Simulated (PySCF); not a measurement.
# A survey of 17O NMR shifts

- GFN2-xTB geometry
- shielding tensors at PBE0/pcSseg-1 (GIAO)
- run in PySCF 2.14
- single conformer, relativity neglected, fast rotation and ring inversion assumed for equivalent nuclei, isolated molecule

Shieldings were converted by a linear fit to measured shifts: 17O: δ = 266.70 − 0.911σ (rms 10.7 ppm, 155 shifts, 12.2 ppm with the 3 outliers that the fit left out vs liquid water, solution or neat liquid). Occasional misses reach two or three times the rms, and more in compound classes unlike the fitted ones.

Q: Give the 17O shifts of `CO[SiH](OC)[C@H](C)F`, `CC#Cc1ccc(OC)cc1`, `CO[C@@H](F)[C@H](C)O[SiH3]`, `C#C/C=C\C=C(/C=C)C(C)=O`, `C[C@H](O)CCO[SiH2]F`.

A: 
```tsv
compound	environment	δ (ppm)
[CH3:1][O:2][SiH:3]([O:4][CH3:5])[C@H:6]([CH3:7])[F:8]	O4: oxygen bonded to C, Si	-20.4
[CH3:1][O:2][SiH:3]([O:4][CH3:5])[C@H:6]([CH3:7])[F:8]	O2: oxygen bonded to C, Si	-22.7
CC#Cc1ccc(OC)cc1	ether oxygen	58.6
[CH3:1][O:2][C@@H:3]([F:4])[C@H:5]([CH3:6])[O:7][SiH3:8]	O2: ether oxygen	31.1
[CH3:1][O:2][C@@H:3]([F:4])[C@H:5]([CH3:6])[O:7][SiH3:8]	O7: oxygen bonded to C, Si	-19.5
C#C/C=C\C=C(/C=C)C(C)=O	ketone oxygen	570.1
[CH3:1][C@H:2]([OH:3])[CH2:4][CH2:5][O:6][SiH2:7][F:8]	O3: alcohol oxygen	23.4
[CH3:1][C@H:2]([OH:3])[CH2:4][CH2:5][O:6][SiH2:7][F:8]	O6: oxygen bonded to C, Si	22.6
```

Q: Match the shifts 557.1, 69.5, -15.7 ppm to `CC([SiH3])([SiH3])OC(F)F`, `CO[Si](C)(CF)OC`, `O=Cc1ccc2c(c1)CCC2`.

A: 557.1: O=Cc1ccc2c(c1)CCC2 (aldehyde oxygen); 69.5: CC([SiH3])([SiH3])OC(F)F (ether oxygen); -15.7: CO[Si](C)(CF)OC (oxygen bonded to C, Si).
